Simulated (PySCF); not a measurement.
IK, SMILES [K][I] (connectivity only; charge and spin as stated), charge +1, multiplicity 2.

Geometry optimised at PBE0-D3(BJ)/def2-TZVPD. The spin state was assumed, not searched. The def2 effective core potentials stand for the cores of I; spin–orbit coupling is left out.

These are PBE/def2-TZVPD in PySCF values and carry that method's errors.

Computed frontier levels, dipole moment:
```
Quantity                                                           Result
------------------------------------------------  -----------------------
α spin, highest occupied and lowest empty level       -11.03 and -5.73 eV
β spin, highest occupied and lowest empty level      -10.71 and -10.59 eV
dipole moment about the centre of nuclear charge                  10.60 D
⟨S²⟩                                              0.752 (pure state 0.75)
```
